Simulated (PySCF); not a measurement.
C3H6BNO, SMILES CC#CB(N)O.

The structure is a stationary point at ωB97X-D3(BJ)/def2-SVP. The structure was generated by enumeration, and PubChem lists no compound with its InChIKey, so it may never have been made. One conformer was computed; it need not be the lowest.

Level of theory: PySCF 2.14.0 with TDA-B3LYP/def2-SVPD.

Vertical excitations. Isolated molecule, no solvent.

```tsv
state	energy (eV)	λ (nm)	f	main pairs
S1	5.67	219	0.000	HOMO−1→LUMO 98 %
S2	6.10	203	0.059	HOMO→LUMO 54 %, HOMO−1→LUMO+2 27 %, HOMO−2→LUMO 8 %
S3	6.26	198	0.000	HOMO→LUMO+1 94 %
S4	6.45	192	0.004	HOMO→LUMO+2 72 %
S5	6.47	192	0.028	HOMO−1→LUMO+1 91 %
S6	6.79	183	0.012	HOMO−2→LUMO+1 79 %
S7	7.02	177	0.160	HOMO−2→LUMO 69 %, HOMO→LUMO 21 %
S8	7.08	175	0.001	HOMO→LUMO+3 76 %, HOMO−2→LUMO+1 13 %
S9	7.16	173	0.015	HOMO−1→LUMO+3 90 %
S10	7.26	171	0.019	HOMO−2→LUMO+2 63 %, HOMO−2→LUMO+3 13 %, HOMO→LUMO+2 12 %
T1	4.82	257	0	HOMO→LUMO 76 %, HOMO−2→LUMO 12 %
T2	5.24	237	0	HOMO−1→LUMO 87 %
T3	5.54	224	0	HOMO−1→LUMO+2 61 %, HOMO−1→LUMO+4 16 %, HOMO→LUMO 9 %
T4	5.89	210	0	HOMO−2→LUMO 83 %
```
Triplets are in the Tamm–Dancoff approximation.
